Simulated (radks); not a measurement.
Coulomb parameter of the 4f shell of the erbium ion Er+ in the model configuration [Xe] 4f10 6s1 6p2, as a second difference U = [E(n + 0.5) + E(n - 0.5) - 2 E(n)] / (0.5)^2 with all orbitals relaxed. "Bare": the charge of the atom changes with n. "Screened": the 6p shell takes up the change at fixed total charge, which measures U(4f,4f) + U(6p,6p) - 2 U(4f,6p). Calculated with a radial shooting solver on a logarithmic mesh with Libxc functionals: scalar-relativistic Kohn-Sham, SCAN, spin-unpolarised, spherical densities, finite nucleus; meta-GGA in the generalised Kohn-Sham scheme; Fermi nuclear charge, rms radius 5.2516 fm.

case,configuration,E - E(n) (eV)
start,[Xe] 4f10 6s1 6p2,0.000
bare +0.5,[Xe] 4f10.5 6s1 6p2,-13.402
bare -0.5,[Xe] 4f9.5 6s1 6p2,18.052
screened +0.5,[Xe] 4f10.5 6s1 6p1.5,-10.099
screened -0.5,[Xe] 4f9.5 6s1 6p2.5,12.737

U(bare) = 18.597 eV, U(screened by 6p) = 10.552 eV, against the Slater integral F0(4f,4f) = 34.498 eV with frozen orbitals.
